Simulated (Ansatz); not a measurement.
Coupled-cluster diagnostics for the cluster ZnTe2⁻, Ansatz.

Geometry of the doublet (r2SCAN-D4/def2-TZVPD):

Cartesian coordinates in Å:
```
Zn -1.853 -0.152 -0.674
Te 0.577 1.136 1.056
Te 1.276 -0.984 -0.382
```

In the def2 sets Te takes a core potential; there is no spin–orbit coupling. Correlated methods freeze 17 core orbitals; core or outer-core shells of Te are correlated, in sets that lack core-valence functions. Another isomer (doublet) lies 1.06 eV lower at PBE0-D4/def2-TZVPD; other spin states weren't run for this one.

Problem. Estimate the CCSD(T) correlation energy, the shares of MP2 and (T), T1 and the reference's ⟨S²⟩ for: charge -1, doublet, own geometry in def2-SVPD; and the rough time on 4 threads of AMD EPYC 7R43 on a shared host.

Solution. 
```csv
state,basis,correlation (eV),MP2 share (%),(T) share (%),T1,⟨S²⟩ (pure),wall time
"charge -1, doublet, own geometry",def2-SVPD,-15.198,96.7,3.7,0.013,0.78 (0.75),18 s
```
Customary marks for T1 are 0.02 (closed shells), 0.045 (open shells) and about 0.05 (3d metals). T1 stays under 0.02 throughout.
